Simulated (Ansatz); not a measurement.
Total energies of C$_{2}$H$_{6}$ClNZn, SMILES `C[N](C)[Zn][Cl]`.

```json
{"atom": "C1", "x (Å)": "0.418", "y (Å)": "-0.985", "z (Å)": "-0.814"}
{"atom": "N2", "x (Å)": "-0.053", "y (Å)": "-0.049", "z (Å)": "0.171"}
{"atom": "C3", "x (Å)": "-0.091", "y (Å)": "1.303", "z (Å)": "-0.318"}
{"atom": "Zn4", "x (Å)": "-0.532", "y (Å)": "-0.518", "z (Å)": "1.842"}
{"atom": "Cl5", "x (Å)": "-1.092", "y (Å)": "-1.063", "z (Å)": "3.782"}
{"atom": "H6", "x (Å)": "1.438", "y (Å)": "-0.743", "z (Å)": "-1.152"}
{"atom": "H7", "x (Å)": "-0.224", "y (Å)": "-0.991", "z (Å)": "-1.710"}
{"atom": "H8", "x (Å)": "0.438", "y (Å)": "-2.005", "z (Å)": "-0.423"}
{"atom": "H9", "x (Å)": "0.906", "y (Å)": "1.651", "z (Å)": "-0.633"}
{"atom": "H10", "x (Å)": "-0.451", "y (Å)": "1.997", "z (Å)": "0.445"}
{"atom": "H11", "x (Å)": "-0.756", "y (Å)": "1.402", "z (Å)": "-1.191"}
```

Charge 0, multiplicity 1. For Zn the d shell is correlated and the shells below it are frozen. Scalar relativity is left out up to krypton. The geometry is a stationary point of PBE0-D4/def2-TZVP. It is one conformer, not always the lowest. Basis def2-TZVPP, Ansatz.

RPA on PBE orbitals: Hartree–Fock energy of these orbitals -2371.00749 Eh, correlation -1.86997 Eh (frozen core).

```tsv
functional	energy without D4 (Eh)	D4 term (kJ/mol)
BLYP	-2374.29868	-47.2
B2PLYP	-2373.75400	–
```

Q: Give the same for LDA (SPW92), PBE, revPBE, r2SCAN, B97M-V, PBE0, B3LYP, r2SCANh, r2SCAN0, HSE06 (plane-wave form), BHLYP, CAM-B3LYP, LC-ωPBE, ωB97X-V, ωB97M-V, PBE-QIDH. (Estimate.)

A: Ansatz gave: 
```tsv
functional	energy without D4 (Eh)	D4 term (kJ/mol)
LDA (SPW92)	-2368.70290	–
PBE	-2373.64750	-21.4
revPBE	-2374.03342	-68.1
r2SCAN	-2374.15780	-5.5
B97M-V	-2373.79797	–
PBE0	-2373.72013	-18.2
B3LYP	-2374.35408	-34.4
r2SCANh	-2374.13480	-5.8
r2SCAN0	-2374.10240	-6.4
HSE06 (plane-wave form)	-2373.70308	-16.9
BHLYP	-2374.15617	-26.0
CAM-B3LYP	-2374.33984	-18.4
LC-ωPBE	-2373.84858	–
ωB97X-V	-2374.00714	–
ωB97M-V	-2374.09445	–
PBE-QIDH	-2373.37439	–
```

B3LYP takes the VWN-RPA correlation (the form of Gaussian; ORCA's B3LYP/G). HSE06 is the plane-wave form, built on full-range PBE exchange. The double hybrids freeze the cores in their second-order part.

LC-ωPBE has ω = 0.4 bohr⁻¹.
